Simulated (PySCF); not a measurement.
**Basis-set dependence of population analyses: `[SiH3]CC1CC1`**

Species: C4H10Si.
SMILES with atom numbers: `[SiH3:1][CH2:2][CH:3]1[CH2:4][CH2:5]1` (hydrogens: H6, H7, H8 on Si1; H9, H10 on C2; H11 on C3; H12, H13 on C4; H14, H15 on C5)

Geometry (PBE0-D3(BJ)/def2-SVP, Å), atoms numbered from 1 in this order:
```xyz
15
C4H10Si angstrom
Si     2.3526    0.1648    0.2314
C      0.8135    0.8925   -0.5871
C     -0.3640   -0.0551   -0.5801
C     -1.2269   -0.1875    0.6415
C     -1.7735    0.4613   -0.5973
H      3.4906    1.1348    0.1682
H      2.7662   -1.0949   -0.4626
H      2.0827   -0.1577    1.6668
H      1.0671    1.1882   -1.6201
H      0.5542    1.8261   -0.0578
H     -0.1972   -0.9837   -1.1384
H     -1.5951   -1.1790    0.9181
H     -0.9967    0.4554    1.4966
H     -2.5224   -0.0780   -1.1835
H     -1.9115    1.5466   -0.5856
```

PBE0 throughout (PySCF), one geometry, spherical d and f functions. Geometry: PBE0-D3(BJ)/def2-SVP, one conformer, isolated molecule. Atoms taken as equivalent share a column and are averaged. The first 7 of 9 kinds of atom are listed.

Mulliken charges (e):

```tsv
basis	functions	Si1	C2	C3	C4/C5	H6/H7/H8	H9/H10	H11
STO-3G	39	+0.541	-0.297	-0.087	-0.178	-0.121	+0.072	+0.080
6-31G	69	+0.536	-0.633	-0.158	-0.345	-0.108	+0.192	+0.181
pcSseg-0	69	+0.569	-0.915	-0.394	-0.434	-0.058	+0.267	+0.253
6-31G*	94	+0.360	-0.559	-0.140	-0.370	-0.070	+0.190	+0.181
cc-pVDZ	124	+0.230	-0.134	-0.167	-0.048	-0.052	+0.053	+0.028
def2-SVP	124	+0.366	-0.214	-0.202	-0.074	-0.075	+0.064	+0.059
6-311+G(2d,p)	203	+0.398	-0.678	+0.235	-0.313	-0.068	+0.156	+0.102
aug-cc-pVDZ	209	-0.590	+0.044	+0.941	+0.956	+0.263	-0.262	-0.588
def2-TZVP	221	+0.156	-0.352	-0.066	-0.243	-0.030	+0.125	+0.115
IGLO-III	284	+0.719	-0.496	-0.011	-0.246	-0.174	+0.130	+0.107
cc-pVTZ	294	+0.159	-0.256	-0.073	-0.225	-0.035	+0.097	+0.113
pcSseg-2	327	+0.560	-0.260	-0.114	-0.110	-0.135	+0.055	+0.070
```

IAO charges (e):

```csv
basis,functions,Si1,C2,C3,C4/C5,H6/H7/H8,H9/H10,H11
STO-3G,39,+0.643,-0.504,-0.140,-0.274,-0.127,+0.130,+0.131
6-31G,69,+0.442,-0.509,-0.125,-0.302,-0.081,+0.151,+0.143
pcSseg-0,69,+0.437,-0.521,-0.139,-0.298,-0.076,+0.153,+0.146
6-31G*,94,+0.570,-0.521,-0.119,-0.290,-0.115,+0.144,+0.137
cc-pVDZ,124,+0.566,-0.520,-0.121,-0.293,-0.114,+0.144,+0.138
def2-SVP,124,+0.587,-0.520,-0.118,-0.283,-0.119,+0.142,+0.134
"6-311+G(2d,p)",203,+0.599,-0.537,-0.126,-0.302,-0.122,+0.148,+0.142
aug-cc-pVDZ,209,+0.567,-0.526,-0.125,-0.302,-0.114,+0.147,+0.142
def2-TZVP,221,+0.608,-0.540,-0.125,-0.302,-0.124,+0.148,+0.142
IGLO-III,284,+0.608,-0.540,-0.126,-0.303,-0.124,+0.149,+0.143
cc-pVTZ,294,+0.593,-0.537,-0.125,-0.303,-0.120,+0.149,+0.142
pcSseg-2,327,+0.607,-0.539,-0.125,-0.302,-0.124,+0.149,+0.142
```

Some averages cover members that differ in this geometry, most widely: C4/C5, Mulliken in aug-cc-pVDZ +0.866 to +1.046; H9/H10, Mulliken in aug-cc-pVDZ -0.329 to -0.196; C4/C5, Mulliken in 6-311+G(2d,p) -0.361 to -0.265; H6/H7/H8, Mulliken in aug-cc-pVDZ +0.240 to +0.285 e.

Which scheme is steadiest as the basis changes?

Largest range over the bases for any column: IAO 0.21 e, Mulliken 1.39 e. IAO charges move least and Mulliken charges most, counted in e. Without the minimal STO-3G basis the ranges are IAO 0.17, Mulliken 1.39 e.

How much do the charges still move between the two largest bases, cc-pVTZ and pcSseg-2?

At most, over all atoms: Mulliken 0.401 e, IAO 0.014 e.

What do the same runs give for the total energy, the frontier levels and the dipole moment?

```
        basis  energy (Eh)  HOMO (eV)  LUMO (eV)  μ (D)
       STO-3G    -442.3794      -6.06       7.56   0.18
        6-31G    -447.4866      -7.54       1.53   0.81
     pcSseg-0    -446.8676      -7.95       1.38   0.61
       6-31G*    -447.5580      -7.46       1.42   0.86
      cc-pVDZ    -447.5847      -7.57       1.36   0.82
     def2-SVP    -447.3798      -7.66       1.32   0.79
6-311+G(2d,p)    -447.6321      -7.66       0.17   0.83
  aug-cc-pVDZ    -447.5942      -7.63      -0.03   0.83
    def2-TZVP    -447.6451      -7.64       0.82   0.84
     IGLO-III    -447.6506      -7.65       0.70   0.82
      cc-pVTZ    -447.6451      -7.64       0.91   0.85
     pcSseg-2    -447.6536      -7.66       0.50   0.82
```

The dipole is fixed by the density alone, so its range of 0.68 D shows that the density itself changes with the basis, not only its division among atoms.
